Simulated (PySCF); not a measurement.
## Functional dependence of a UV spectrum

Compound: C2H7AlFN.
SMILES with atom numbers: `[CH3:1][N:2]([CH3:3])[AlH:4][F:5]` (hydrogens: H6, H7, H8 on C1; H9, H10, H11 on C3; H12 on Al4)

Linear-response calculations in the def2-SVPD basis (PySCF; singlets by full response, triplets Tamm–Dancoff, core orbitals frozen in the response; HF means time-dependent Hartree–Fock). 'Strongest' is the level of largest summed f among the singlets computed (10 roots, of which the last may lack a degenerate partner); it can jump between rows when another state enters that window. S1 is the lowest singlet of each run and needn't be the same state throughout; f(S1) is that of one state. Geometry: PBE0-D3(BJ)/def2-SVP; no solvent, vibrations or thermal averaging.

```
functional                               kind  S1 (eV)  f(S1)  strongest (eV)  T1 (eV)  HOMO (eV)  gap (eV)  ionisation energy, ΔSCF (eV)
       LDA                                LDA     4.66  0.016            4.74     3.91      -5.53      4.19                          8.78
       PBE                                GGA     4.65  0.016            4.80     3.91      -5.42      4.29                          8.60
     B3LYP  global hybrid, 20% exact exchange     5.13  0.015            5.24     4.35      -6.45      5.86                          8.72
      PBE0  global hybrid, 25% exact exchange     5.31  0.017            5.36     4.42      -6.65      6.30                          8.65
 BHandHLYP  global hybrid, 50% exact exchange     5.79  0.013            5.89     4.93      -7.85      8.22                          8.57
 CAM-B3LYP             range-separated hybrid     5.55  0.012            5.67     4.73      -8.01      8.56                          8.75
   wB97X-D             range-separated hybrid     5.66  0.018            5.72     4.93      -8.49      9.85                          8.70
        HF                       Hartree–Fock     6.68  0.010            8.66     5.63      -9.76     11.34                   not settled
```

Question: What does LC-wPBE (range-separated hybrid) give?

Answer: S1 (eV) 6.11, f(S1) 0.015, strongest (eV) 6.19, T1 (eV) 5.16, HOMO (eV) -9.33, gap (eV) 10.79, ionisation energy, ΔSCF (eV) 8.80. S1 runs from 4.65 eV (PBE) to 6.68 eV (HF), a spread of 2.03 eV, while the orbital gap spreads over 7.1 eV. Along PBE (0%), B3LYP (20%), PBE0 (25%), BHandHLYP (50%), HF (100%) S1 rises with the share of exact exchange. −ε(HOMO) comes closest to its own ΔSCF ionisation energy with wB97X-D (-0.21 eV) and misses most with LDA (-3.26 eV). 'Not settled' means that the ion's SCF failed to converge or may have ended in another state than the lowest.

Without π bonds the low states are Rydberg-like; a valence basis with one diffuse set may place them up to an eV too high.
